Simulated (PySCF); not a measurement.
Si(F)(I)(Me)2 (C2H6FISi), SMILES C[Si](C)(F)I. Atoms are numbered in the order given.

```xyz
11

C      1.8576     0.7291     1.5685
Si     1.2229    -0.0476     0.0000
C      1.8576     0.7291    -1.5685
F      1.6538    -1.6212     0.0000
I     -1.2499     0.0221     0.0000
H      1.4587     0.2075     2.4515
H      1.5575     1.7869     1.6262
H      2.9587     0.6739     1.5963
H      1.4587     0.2075    -2.4515
H      1.5575     1.7869    -1.6262
H      2.9587     0.6739    -1.5963
```
Charge 0, spin multiplicity 1.

Coordinates come from a B3LYP-D3(BJ)/def2-SVP optimisation. The def2 effective core potentials stand for the cores of I; spin–orbit coupling is left out.

All values below come from PySCF with B3LYP/def2-TZVP.

ESP charges are fitted to the potential on shells at 1.4 to 2.0 van der Waals radii. Atomic charges (e):

| atom | ESP fit | Löwdin | Mulliken |
|---|---|---|---|
| C1 | -0.63 | -0.43 | -0.45 |
| Si2 | 0.70 | -0.07 | 0.64 |
| C3 | -0.63 | -0.43 | -0.45 |
| F4 | -0.29 | -0.01 | -0.33 |
| I5 | -0.19 | 0.14 | -0.21 |
| H6 | 0.17 | 0.14 | 0.14 |
| H7 | 0.16 | 0.14 | 0.13 |
| H8 | 0.19 | 0.13 | 0.13 |
| H9 | 0.17 | 0.14 | 0.14 |
| H10 | 0.16 | 0.14 | 0.13 |
| H11 | 0.19 | 0.13 | 0.13 |

Computed Mayer and Wiberg (Löwdin basis) orders of the bonds:
```json
[
 {"bond": "C1–Si2", "Mayer": "0.98", "Wiberg": "1.20"},
 {"bond": "Si2–C3", "Mayer": "0.98", "Wiberg": "1.20"},
 {"bond": "Si2–F4", "Mayer": "1.07", "Wiberg": "1.65"},
 {"bond": "Si2–I5", "Mayer": "1.09", "Wiberg": "1.55"},
 {"bond": "C1–H6", "Mayer": "0.95", "Wiberg": "0.90"},
 {"bond": "C1–H7", "Mayer": "0.94", "Wiberg": "0.90"},
 {"bond": "C1–H8", "Mayer": "0.94", "Wiberg": "0.89"},
 {"bond": "C3–H9", "Mayer": "0.95", "Wiberg": "0.90"},
 {"bond": "C3–H10", "Mayer": "0.94", "Wiberg": "0.90"},
 {"bond": "C3–H11", "Mayer": "0.94", "Wiberg": "0.89"}
]
```
